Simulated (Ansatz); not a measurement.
Mulliken charges of `[CH3][Cu]` from ωB97M-V/def2-TZVPP in Ansatz (PBE0-D4/def2-TZVP geometry).

| atom | x (Å) | y (Å) | z (Å) | charge (e) |
| --- | --- | --- | --- | --- |
| C1 | -0.151 | -0.011 | -0.064 | -0.485 |
| Cu2 | 1.645 | -0.051 | 0.557 | 0.122 |
| H3 | -0.699 | -0.835 | 0.396 | 0.121 |
| H4 | -0.148 | -0.119 | -1.150 | 0.121 |
| H5 | -0.598 | 0.943 | 0.219 | 0.121 |

Problem. By hand: the dipole of these point charges (1 e Å = 4.8032 D).

Solution. Σ q r = (0.099, -0.002, 0.034) e Å, of length 0.105 e Å = 0.50 D.

Problem. How does the dipole of the full density compare? (Estimate.)

Solution. Computed: (0.464, -0.010, 0.161) e Å, 2.36 D; the point charges give 0.21 times that, at 0° from its direction.

Point charges leave out the atoms' own dipoles, such as those of lone pairs, and Mulliken's split depends on the basis, so the two needn't agree.
